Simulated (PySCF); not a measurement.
## Polarisability and C₆ of Sn (tin, neutral)

[Kr] 4d10 5s2 5p2, high-spin 3P determinant. Calculation: PySCF 2.14, in x2c-TZVPPall with one added diffuse shell each of s, p, d, f type (9s7p5d3f, 76 functions); scalar relativity by spin-free X2C-1e. Coupled (time-dependent) response in atomic units; α is the mean over directions.

```tsv
method	mean α (bohr³)	α xx, yy, zz	C₆ (like pair)	S(−4)
UHF	56.98	46.75, 62.09, 62.09	635.5	1112
PBE	61.89	48.14, 68.77, 68.77	681.2	1567
PBE0	58.67	46.59, 64.71, 64.71	644.4	1312
BLYP	62.43	48.36, 69.46, 69.46	682.0	1650
```

S(−4) is the Cauchy moment in α(ω) = α(0) + S(−4) ω² + …

Reference α: 53 ± 6 bohr³ (recommended; Schwerdtfeger and Nagle, table of static dipole polarizabilities (2023 update)). Published C₆: 659.0 (Chu and Dalgarno (2004); Tang, Norbeck and Certain (1976)).

Spin-orbit coupling is absent.

α(iu) at UHF:

```
u (hartree)  α(iu) (bohr³)
          0          56.98
     0.0500          54.37
      0.100          48.09
      0.200          34.17
      0.300          24.12
      0.500          13.49
      0.750          7.969
       1.00          5.447
       1.50          3.217
       2.00          2.221
       3.00          1.293
       5.00         0.6062
```

A single London oscillator, α(iu) = α/(1 + u²/ω²), gives C₆ = (3/4) ω α². Matching the computed C₆ needs ω = 4 × 635.5 / (3 × 56.98²) = 0.261 hartree.

The components differ because the open shell of this determinant is not spherical; for a pure term their mean is the scalar polarisability.
